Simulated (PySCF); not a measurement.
cyclopentasilane (H₁₀Si₅), SMILES [SiH2]1[SiH2][SiH2][SiH2][SiH2]1.

The structure is a stationary point at PBE0-D3(BJ)/def2-SVP.

Computed with PySCF with PBE0/def2-TZVP.

The molecule is in vacuum.

Computed frontier levels, gap, dipole moment and polarisability:
```
Quantity                                                                                                           Value
---------------------------------------------------------------------------------------------  -------------------------
highest occupied level                                                                                          -7.62 eV
lowest empty level                                                                                              -1.08 eV
orbital gap                                                                                                      6.54 eV
dipole moment                                                                                                     0.07 D
quadrupole, principal values (traceless, Buckingham form, about the centre of nuclear charge)     -0.35, -0.28, 0.63 D·Å
mean static polarisability                                                                        148.4 bohr³ (21.98 Å³)
polarisability, principal values                                                               117.9, 163.5, 163.7 bohr³
```
